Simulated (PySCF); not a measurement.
An unknown shows these calculated signals:

1H NMR (600 MHz, computed): δ 4.31 (t, 1H), 3.43 (s, 3H), 2.01 (m, 2H), 1.96 (m, 2H), 1.48 (m, 2H), 1.37 (m, 2H).

13C{1H} NMR (computed): δ 167.5 (C), 98.1 (CH), 54.0 (CH3), 30.6 (CH2), 25.9 (CH2), 25.3 (CH2), 25.0 (CH2).

A single conformation, isolated molecule, one averaged value for each set of equivalent atoms, no relativistic terms. GIAO CAM-B3LYP/pcSseg-1 shieldings; structure optimised with PBE0-D3(BJ)/def2-SVP; PySCF 2.14.0 with density-fitted response routines.

References, each an isolated molecule treated in the same way: 1H, 13C against TMS.

Task: Which of these does the molecule contain: a non-aromatic C=C double bond, a benzene ring, a vinyl group CH=CH2, a three-membered ring, a methoxy group?

Result: 
- A non-aromatic C=C double bond: yes.
- A benzene ring: no.
- A vinyl group CH=CH2: no.
- A three-membered ring: no.
- A methoxy group: yes (δC 54.0; δH 3.43 (s)).

The data belong to `COC1=CCCCC1`, C7H12O; they needn't prove each group on their own.

Carbon signals by region: 1 in the far downfield region (above 160 ppm), 2 at 50–100 ppm, 4 below 50 ppm. Above 160 ppm: 167.5, alkene carbon bearing oxygen.

Shifts are as computed, not scaled to solution data. Of 1211 compounds with measured shifts, 218 miss one by over three times the rms of a fit or turn the order of signals round; such compounds aren't used in these exercises. No couplings were computed; multiplicities are counted from neighbouring protons, with m where these are inequivalent, close in shift, in a saturated or five-membered ring or joined by F or P, and br s for small geminal =CH2 splittings.
